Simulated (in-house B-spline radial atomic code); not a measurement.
# LDA VWN5 excitations of K+

Method: LDA VWN5. Computed with an all-electron radial atomic-structure program (B-spline basis): linear response of the closed shell [Ne] 3s2 3p6 with the functional's adiabatic kernel; non-relativistic, point nucleus, no spin-orbit coupling, no double excitations, S, P, D and F terms only. Only terms of natural parity with L up to 3 were computed.

Command:
```bash
python run_td.py task.json out
```
Settings (radii: box in bohr, nucleus in fm):
```
Z                        19
electrons                18
configuration            [Ne] 3s2 3p6
hamiltonian              nr
method                   lda,vwn
box_radius               41.61
intervals                55
```

Run time, properties included: 0.3 s on 1 thread of Intel(R) Xeon(R) Platinum 8375C CPU @ 2.90GHz (Ice Lake) (shared host).

The lowest states, in the order of their Tamm-Dancoff energies; the method's threshold (minus the highest occupied level) is 24.990 eV. Labels give the largest channel, * marks a mixed state, and oscillator strengths are full-response dipole values. Semilocal kernels can invert the small singlet-triplet splittings of Rydberg terms. Energies in eV:

| state | full response | Tamm-Dancoff | oscillator strength |
| --- | --- | --- | --- |
| 3p → 4s 3P | 18.726 | 18.732 | - |
| 3p → 4s 1P | 18.959 | 18.968 | 0.364 |
| 3p → 3d 3P | ? | ? | - |
| 3p → 3d 3F | 20.344 | 20.377 | - |
| 3p → 4p 3S | ? | ? | - |
| 3p → 4p 3D | 21.239 | 21.242 | - |
| 3p → 4p 1D | 21.294 | 21.297 | - |
| 3p → 3d 1F | 21.301 | 21.313 | - |
| 3p → 4p 1S | 21.904 | 21.971 | - |
| 3p → 5s 3P | 22.974 | 22.975 | - |
| 3p → 3d 1P | 22.929 | 23.009 | 0.694 |
| 3p → 5s 1P | 23.012 | 23.014 | 0.0556 |
| 3p → 5p 3S | 23.471 | 23.473 | - |
| 3p → 5p 3D | 23.503 | 23.503 | - |
| 3p → 5p 1D | 23.517 | 23.518 | - |
| 3p → 4d 3P | 23.540 | 23.542 | - |

(1) Where does 3p → 3d 3P lie?

(2) Where does 3p → 4p 3S lie?

(3) How large is the singlet-triplet splitting of 3p → 4s (P terms) in Tamm-Dancoff?

(4) What polarisabilities and dispersion coefficient does the method give?

Results:

(1) At 19.950 eV in full response, 19.999 eV in Tamm-Dancoff.

(2) At 21.059 eV in full response, 21.068 eV in Tamm-Dancoff.

(3) 0.236 eV, from the unrounded values.

(4) Dipole 5.742 bohr³, quadrupole 18.26 bohr⁵, C6 24.68 hartree·bohr⁶ for two such species.
